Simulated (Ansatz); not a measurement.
Ansatz (an electronic-structure program) input for C₄H₁₀Si₂, SMILES [Si@@H]1(C=CC[SiH2]1)C, PBE-D3(BJ)/def2-SVP. 

Ansatz 0.2 input:
```yaml
crystal:
  periodic: [false, false, false]
  atoms:
    - {symbol: C, position_ang: [2.54566807, 0.00808415, 0.54020511]}
    - {symbol: Si, position_ang: [0.96664200, -0.51916867, -0.34199640]}
    - {symbol: C, position_ang: [-0.27565704, -1.34210743, 0.80536308]}
    - {symbol: C, position_ang: [-1.49059602, -0.78106760, 0.95079165]}
    - {symbol: C, position_ang: [-1.95569845, 0.46514244, 0.24315608]}
    - {symbol: Si, position_ang: [-0.56043568, 1.17621707, -0.86036625]}
    - {symbol: H, position_ang: [3.08185876, -0.86788757, 0.93784597]}
    - {symbol: H, position_ang: [3.22191731, 0.53737973, -0.14849548]}
    - {symbol: H, position_ang: [2.31220969, 0.67989380, 1.37988132]}
    - {symbol: H, position_ang: [1.32485285, -1.41202030, -1.49192070]}
    - {symbol: H, position_ang: [-0.05676849, -2.25608907, 1.37083817]}
    - {symbol: H, position_ang: [-2.22144499, -1.24839027, 1.62699783]}
    - {symbol: H, position_ang: [-2.84840445, 0.23640007, -0.36585085]}
    - {symbol: H, position_ang: [-2.29637798, 1.21307865, 0.98059848]}
    - {symbol: H, position_ang: [-0.99092848, 1.27449432, -2.28956556]}
    - {symbol: H, position_ang: [-0.15610216, 2.54415340, -0.40434777]}
basis:
  gaussian:
    orbitals: def2-SVP
hamiltonian:
  xc: pbe
  dispersion: d3bj
relax: {f_tol: 0.002, max_steps: 200}
```

It prints:

```
WARN ansatz: RAYON_NUM_THREADS=2 ignored (pool sized by the plan → 2); use --threads N
Functional definition: PBE
integrals: 0.09 GiB planned
1604 factors; their error is unknown
mean field: 0.51 GiB planned
mean field evaluation 1: about -20028.5171 eV, gradient 7.6e1 eV
mean field evaluation 2: about -20002.7469 eV, gradient 1.2e2 eV
mean field evaluation 4: about -20043.6052 eV, gradient 1.1e1 eV
mean field evaluation 8: about -20043.9600 eV, gradient 3.0e-1 eV
mean field evaluation 16: about -20043.8509 eV, gradient 1.1e-3 eV
mean field -20043.85086555 eV, -736.5979330988 hartree, gradient 3.9e-5 eV, S^2 0.000000; 0 other end points of the search recorded, 0 dependent functions left out
the calculation of the forces begins
reference -20043.85090757 eV, -736.5979346432 hartree; 31, 31 occupied and 111, 111 virtual orbitals, 1604 factors
relax step   1: F+E_penalty+E_count = -20044.28460488 eV  Δ(F+E_penalty+E_count) = +0.000e0 eV  max|allowed force component| = 3.707e-1 eV/Å  Δτ_max = 0.0000 Å  (30 SCF iters, accepted)
these checks for a lower state are left out or cut short: starts, cluster_reference, orbital_swaps, neighbouring_geometries, increment
integrals: 0.09 GiB planned
1604 factors; their error is unknown
mean field: 0.51 GiB planned
mean field -20043.87027135 eV, -736.5986462490 hartree, gradient 8.3e-6 eV, S^2 0.000000; 0 other end points of the search recorded, 0 dependent functions left out
the calculation of the forces begins
reference -20043.87031353 eV, -736.5986477990 hartree; 31, 31 occupied and 111, 111 virtual orbitals, 1604 factors
relax step   2: F+E_penalty+E_count = -20044.30197554 eV  Δ(F+E_penalty+E_count) = -1.737e-2 eV  max|allowed force component| = 6.616e-2 eV/Å  Δτ_max = 0.0153 Å  (33 SCF iters, accepted)
these checks for a lower state are left out or cut short: starts, cluster_reference, orbital_swaps, neighbouring_geometries, increment
integrals: 0.09 GiB planned
1604 factors; their error is unknown
mean field: 0.51 GiB planned
mean field evaluation 32: about -20043.8726 eV, gradient 1.9e-3 eV
mean field -20043.87259839 eV, -736.5987317661 hartree, gradient 8.4e-6 eV, S^2 0.000000; 0 other end points of the search recorded, 0 dependent functions left out
the calculation of the forces begins
reference -20043.87264061 eV, -736.5987333177 hartree; 31, 31 occupied and 111, 111 virtual orbitals, 1604 factors
relax step   3: F+E_penalty+E_count = -20044.30359248 eV  Δ(F+E_penalty+E_count) = -1.617e-3 eV  max|allowed force component| = 1.552e-2 eV/Å  Δτ_max = 0.0078 Å  (33 SCF iters, accepted)
these checks for a lower state are left out or cut short: starts, cluster_reference, orbital_swaps, neighbouring_geometries, increment
integrals: 0.09 GiB planned
1604 factors; their error is unknown
mean field: 0.51 GiB planned
mean field -20043.87270879 eV, -736.5987358231 hartree, gradient 1.3e-5 eV, S^2 0.000000; 0 other end points of the search recorded, 0 dependent functions left out
the calculation of the forces begins
reference -20043.87275102 eV, -736.5987373752 hartree; 31, 31 occupied and 111, 111 virtual orbitals, 1604 factors
relax step   4: F+E_penalty+E_count = -20044.30359554 eV  Δ(F+E_penalty+E_count) = -3.057e-6 eV  max|allowed force component| = 1.122e-2 eV/Å  Δτ_max = 0.0046 Å  (23 SCF iters, accepted)
these checks for a lower state are left out or cut short: starts, cluster_reference, orbital_swaps, neighbouring_geometries, increment
integrals: 0.09 GiB planned
1604 factors; their error is unknown
mean field: 0.51 GiB planned
mean field -20043.87269735 eV, -736.5987354026 hartree, gradient 2.1e-5 eV, S^2 0.000000; 0 other end points of the search recorded, 0 dependent functions left out
the calculation of the forces begins
reference -20043.87273957 eV, -736.5987369544 hartree; 31, 31 occupied and 111, 111 virtual orbitals, 1604 factors
relax step   5: F+E_penalty+E_count = -20044.30362890 eV  Δ(F+E_penalty+E_count) = -3.335e-5 eV  max|allowed force component| = 3.210e-3 eV/Å  Δτ_max = 0.0026 Å  (22 SCF iters, accepted)
these checks for a lower state are left out or cut short: starts, cluster_reference, orbital_swaps, neighbouring_geometries, increment
integrals: 0.09 GiB planned
1604 factors; their error is unknown
mean field: 0.51 GiB planned
mean field -20043.87269248 eV, -736.5987352239 hartree, gradient 6.5e-5 eV, S^2 0.000000; 0 other end points of the search recorded, 0 dependent functions left out
the calculation of the forces begins
reference -20043.87273471 eV, -736.5987367758 hartree; 31, 31 occupied and 111, 111 virtual orbitals, 1604 factors
relax step   6: F+E_penalty+E_count = -20044.30363030 eV  Δ(F+E_penalty+E_count) = -1.405e-6 eV  max|allowed force component| = 1.084e-3 eV/Å  Δτ_max = 0.0004 Å  (19 SCF iters, accepted)
integrals: 0.09 GiB planned
1604 factors; their error is unknown
mean field: 0.51 GiB planned
mean field evaluation 64: about -20043.8727 eV, gradient 3.8e-2 eV
mean field -20043.87269248 eV, -736.5987352239 hartree, gradient 6.5e-5 eV, S^2 0.000000; 1 other end points of the search recorded, 0 dependent functions left out
the calculation of the forces begins
reference -20043.87273471 eV, -736.5987367758 hartree; 31, 31 occupied and 111, 111 virtual orbitals, 1604 factors
Total energy: -20044.30367253 eV, -736.6145734484 hartree
Atom 0 at     2.561268     0.008442     0.542205 Å, force     0.001053     0.000413     0.000516 eV/Å
Atom 1 at     0.970603    -0.519930    -0.344524 Å, force    -0.000279     0.000077    -0.000185 eV/Å
Atom 2 at    -0.276634    -1.349578     0.808160 Å, force    -0.001084    -0.000502     0.000648 eV/Å
Atom 3 at    -1.501580    -0.784983     0.956049 Å, force     0.000353     0.000784    -0.000520 eV/Å
Atom 4 at    -1.968427     0.466336     0.244268 Å, force    -0.000815    -0.000642     0.000642 eV/Å
Atom 5 at    -0.562393     1.181907    -0.865645 Å, force     0.000313     0.000129    -0.000128 eV/Å
Atom 6 at     3.097756    -0.875069     0.944996 Å, force    -0.000325    -0.000065    -0.000155 eV/Å
Atom 7 at     3.243973     0.536203    -0.153940 Å, force    -0.000176    -0.000236    -0.000146 eV/Å
Atom 8 at     2.329393     0.688700     1.385744 Å, force    -0.000092    -0.000116    -0.000320 eV/Å
Atom 9 at     1.333614    -1.419348    -1.501869 Å, force    -0.000135    -0.000010     0.000074 eV/Å
Atom 10 at    -0.052239    -2.270428     1.376158 Å, force     0.000621     0.000193    -0.000222 eV/Å
Atom 11 at    -2.238112    -1.255235     1.637897 Å, force     0.000160     0.000149     0.000173 eV/Å
Atom 12 at    -2.867069     0.237740    -0.371502 Å, force     0.000378    -0.000121    -0.000358 eV/Å
Atom 13 at    -2.315585     1.221277     0.984250 Å, force     0.000051    -0.000079    -0.000329 eV/Å
Atom 14 at    -0.996752     1.282850    -2.304169 Å, force     0.000092     0.000244     0.000003 eV/Å
Atom 15 at    -0.157080     2.559228    -0.404943 Å, force    -0.000115    -0.000219     0.000306 eV/Å
Dipole moment:    -0.042064    -0.006997     0.175072 e Å
```

The calculation finished and met its thresholds.
